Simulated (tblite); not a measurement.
Compound: C₅H₉OS (doublet state).
Bonds: C1–C2, C2–O3 (double), C2–C4, C4–C5, C5–C6, C6–S7. Hydrogens: H8, H9, H10 on C1; H11, H12 on C4; H13, H14 on C5; H15, H16 on C6.

A start from a force field or distance geometry was refined with tblite 0.8.0, GFN2-xTB geometry optimisation, gas phase. Values at the start:

```csv
coordinate,start
C1–C2,1.516 Å
C1–H8,1.098 Å
C2=O3,1.244 Å
C2–C4,1.511 Å
C4–C5,1.537 Å
C4–H11,1.095 Å
C5–C6,1.526 Å
C5–H13,1.097 Å
C6–S7,1.832 Å
C6–H15,1.095 Å
C1–C2–O3,119.4°
C1–C2–C4,118.2°
C2–C4–C5,112.5°
O3–C2–C4,122.4°
C4–C5–C6,116.8°
C5–C6–S7,111.7°
C1–C2–C4–C5,-99°
C2–C4–C5–C6,63°
C4–C5–C6–S7,63°
```

**Question.** How do these coordinates change at the GFN2-xTB level?

**Answer.** 
| coordinate | GFN2-xTB (Å or °) | change |
| --- | --- | --- |
| C2=O3 | 1.205 | -0.039 |
| C6–S7 | 1.798 | -0.034 |
| C4–C5 | 1.527 | -0.010 |
| C1–C2 | 1.507 | -0.009 |
| C1–H8 | 1.089 | -0.009 |
| C2–C4 | 1.516 | +0.005 |
| C5–H13 | 1.092 | -0.005 |
| C6–H15 | 1.091 | -0.004 |
| C4–H11 | 1.093 | -0.002 |
| C5–C6 | 1.524 | -0.002 |
| C4–C5–C6 | 111.9 | -4.9 |
| C1–C2–C4 | 114.1 | -4.1 |
| C1–C2–O3 | 122.9 | +3.5 |
| C5–C6–S7 | 112.8 | +1.1 |
| O3–C2–C4 | 123.0 | +0.6 |
| C2–C4–C5 | 112.8 | +0.3 |
| C1–C2–C4–C5 | -168 | -69 |
| C2–C4–C5–C6 | 67 | +4 |
| C4–C5–C6–S7 | 61 | -2 |

The energy falls by 6.1 kcal/mol over 144 L-BFGS steps, the largest force on an atom goes from 2.70 to 0.008 eV/Å, and the atoms move by 0.738 Å rms after alignment. The bond that changes most is C2=O3 (ends: carbon bonded to 2 C and O; oxygen bonded to C), which shortens by 0.039 Å. Bonds longer at the end by more than 0.005 Å: 1 of 15; shorter: 7. Among the dihedrals that turn most is O3–C2–C4–H12, from -153° to 135°. Rotational constants go from 3763, 1204, 1042 to 3702, 1183, 1086 MHz.

Its GFN2-xTB frequencies are all real (lowest 39 cm⁻¹).

One conformer stands for the species.

These are computed values.
